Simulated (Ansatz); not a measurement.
# A geometry optimisation of F3HN2Si with PBE0-D3(BJ)/def2-SVP

The starting geometry of this gas-phase singlet was optimised with GFN2-xTB; its bonds are those of `[N-]=[NH+][Si](F)(F)F`.

| atom | x (Å) | y (Å) | z (Å) |
| --- | --- | --- | --- |
| F | 1.5780 | 0.2584 | -0.8219 |
| F | -0.6242 | -0.6408 | -1.7704 |
| F | 0.3477 | -1.6760 | 0.3218 |
| N | -1.6981 | 0.9702 | 1.0451 |
| N | -0.5864 | 0.9635 | 0.5340 |
| Si | 0.1562 | -0.3159 | -0.4443 |
| H | 0.0359 | 1.8091 | 0.6719 |

**Question.** Where would you expect an optimisation with PBE0-D3(BJ)/def2-SVP to take it?

**Answer.** It rearranges to `[H]/N=N/[Si](F)(F)F`. Contacts that open: N5–Si6 (1.77 → 2.58 Å). Contacts that close: N4–Si6 (2.70 → 1.77 Å).

The energy falls by 1.05 eV over 33 steps:

```tsv
step	E − E(last) (eV)
1	1.054
5	0.917
8	0.887
12	0.699
15	0.687
19	0.687
22	0.686
26	0.414
29	0.001
33	0.000
```

Final geometry (Å):

```xyz
7

F     1.5366   -0.1516   -0.9856
F    -0.8343   -0.8041   -1.7972
F     0.1422   -1.8712    0.3575
N    -0.7661    0.6783    0.4690
N    -0.1552    1.7261    0.7105
Si    0.0651   -0.5361   -0.5092
H    -0.7792    2.3271    1.2909
```

No frequencies were run, so the end isn't proven a minimum. Run with Ansatz 0.2.0, 73 s on 1 thread of Intel(R) Xeon(R) 6975P-C (Granite Rapids), with other jobs on the host.
